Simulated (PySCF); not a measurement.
## Working out the ionisation energy of Ru

Ru [Kr] 4d7 5s1 (5F) → Ru⁺ [Kr] 4d7 (4F). All numbers are calculated (PySCF 2.14, scalar relativity through the core potential, in aug-cc-pVTZ-PP with ECP28MDF). Frozen: 4s2 4p6. Energies in hartree (1 hartree = 27.21139 eV):

| part | Ru (lower) | Ru⁺ (upper) |
| --- | --- | --- |
| UHF | -93.815772 | -93.584535 |
| CCSD correlation | -0.193676 | -0.162969 |
| (T) | -0.008668 | -0.005600 |

Task: What does Hartree-Fock give?

Result: (-93.584535) − (-93.815772) = 0.231237 hartree = 6.292 eV.

Task: What do CCSD and CCSD(T) give?

Result: The CCSD correlation energies differ by 0.030707 hartree = 0.836 eV and the triples by 0.003068 hartree = 0.083 eV, so CCSD gives 7.128 eV and CCSD(T) 7.211 eV.

Measured between the centres of the two terms (NIST): 7.365 eV, so CCSD(T) (valence) is off by -0.154 eV.

What remains against the reference includes basis incompleteness, the frozen core and higher excitations.
